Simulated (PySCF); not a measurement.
**One molecule, a ladder of functionals, a line**

Molecule: SMILES CC#CBCC, C$_{5}$H$_{9}$B.

Atoms are numbered as in `[CH3:1][C:2]#[C:3][BH:4][CH2:5][CH3:6]` (H(Xn): hydrogen on atom n).

GIAO shieldings (ppm, equivalent atoms averaged) in PySCF 2.14 on the PBE0-D3(BJ)/def2-SVP geometry, basis pcSseg-1, gas phase, non-relativistic:

```tsv
functional	exact exchange (%)	σ(C3)	σ(C5)	σ(C1)	σ(B4)
BLYP	0	74.8	144.7	167.5	21.8
BP86	0	78.1	149.4	171.3	24.9
PBE	0	77.9	149.3	171.9	23.4
B3LYP	20	82.1	151.3	172.1	25.8
PBE0	25	87.1	157.1	176.9	28.8
BHandHLYP	50	91.8	159.3	177.7	32.5
HF	100	107.5	170.5	185.5	46.7
```

**Question.** Fit each shielding as a line in the percentage of exact exchange.

**Answer.** σ(C3) = 77.1 + 0.30 x (rms 1.4 ppm); σ(C5) = 148.2 + 0.23 x (rms 2.0 ppm); σ(C1) = 170.5 + 0.15 x (rms 1.7 ppm); σ(B4) = 22.8 + 0.23 x (rms 1.3 ppm). The functionals also differ in their semilocal parts, which the line can't hold; Hartree–Fock has no correlation at all.

**Question.** What does the line predict for mPW1PW91 (25 %), and what does the run give?

**Answer.** σ(C3): 84.6 predicted, 86.7 computed; σ(C5): 153.9 predicted, 156.6 computed; σ(C1): 174.2 predicted, 175.8 computed; σ(B4): 28.6 predicted, 29.4 computed ppm.
